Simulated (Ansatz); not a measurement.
Species: WO, charge 0, triplet. WO (SMILES [O]=[W], triplet).
B3LYP-D3(BJ)/def2-TZVP minimum from Ansatz (a quantum-chemistry and plane-wave program):
```
W
O 1 1.6611
```
Charge 0, spin multiplicity 3.

Total energies in def2-SVP, 12 correlated electrons, 5 frozen orbitals. Open shells are spin-unrestricted; no spin-orbit coupling. Cores are frozen in correlated methods (noble-gas shells, and filled d and f shells in the p block). Past Kr the def2 sets carry scalar-relativistic core potentials. The UHF reference of OW ([O]=[W], triplet) is spin-contaminated (<S^2> up to 0.50 over the pure value in the sets run). The determinant of OW ([O]=[W], triplet) is a saddle point of the SCF energy; a lower one exists, which strains HF and MP2.

| method | program | energy (Eh) | minus CCSDTQ (mEh) |
|---|---|---|---|
| HF | Ansatz | -141.13411 | 346.37 |
| MP2 | Ansatz | -141.46290 | 17.58 |
| CCSD | Ansatz | -141.45855 | 21.93 |
| CCSD(T) | Ansatz | -141.47782 | 2.66 |
| CCSDT(Q) | Ansatz | -141.48086 | -0.38 |
| CCSDTQ | Ansatz | -141.48048 | 0.00 |

Rough core times of Ansatz's runs on a shared machine: CCSD(T) under 20 s, CCSDT(Q) 60 s, CCSDTQ 2 h.
